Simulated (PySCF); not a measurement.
**Telling isomers of C4H4F2O2 apart by NMR**

All values are calculated (PySCF 2.14.0 with density-fitted response routines): NMR shieldings at PBE0/pcSseg-1/GIAO, GFN2-xTB structure. A single conformation, non-relativistic, one averaged value for each set of equivalent atoms, isolated molecule.

Referencing at the same level of theory: TMS for 1H (σref 31.72) and 13C (σref 186.93). Splittings of carbon signals by F and P are missing where no couplings were computed. Where no couplings were computed, multiplicities follow the n + 1 count of equivalent neighbours, and m marks all less simple cases (inequivalent or close neighbours, rings, F or P nearby). Shifts are as computed. Against solution values, carbons near 30 ppm lie about +3 ppm off and those near 130 ppm about +5 ppm (rms about the fit 2.1 ppm; single classes can miss by 10 ppm). Of 1328 compounds with measured shifts, 309 miss one by over three times the rms of a fit or turn the order of signals round; such compounds aren't used in these exercises. Signals without a measured value on file couldn't be tested in this way; 1H shifts scatter by 0.2 ppm about their fit, and single ones miss by 0.5 ppm.

(1) Tabulate the signals of `CC(F)(F)OC=C=O`, `O=C[C@@H](F)[C@@H]1O[C@H]1F` and their relative energies.

(2) What is the quickest way to tell CC(F)(F)OC=C=O from O=C[C@@H](F)[C@@H]1O[C@H]1F?

Results:

(1) 
```tsv
SMILES	carbon types	δC	δH	E rel. (kcal/mol)
CC(F)(F)OC=C=O	2×C 1×CH 1×CH3	234.7, 132.2, 79.1, 25.2	6.65 (m, 1H), 1.87 (m, 3H)	0.0
O=C[C@@H](F)[C@@H]1O[C@H]1F	4×CH	211.3, 99.9, 86.1, 58.3	10.33 (m, 1H), 5.91 (m, 1H), 4.52 (m, 1H), 3.27 (m, 1H)	12.3
```

Energies are electronic energies at PBE0/pcSseg-1 on these geometries, without zero-point or thermal terms, each for the one conformer computed, which needn't be the lowest.

(2) Both give the same number of carbon signals, but DEPT or the intensities differ. The first has a central carbon of a ketene (C) at 234.7 ppm, the second an aldehyde carbonyl carbon (CH) at 211.3 ppm. In the proton spectra the most deshielded non-exchanging signals are 6.65 (m, 1H) and 10.33 (m, 1H).
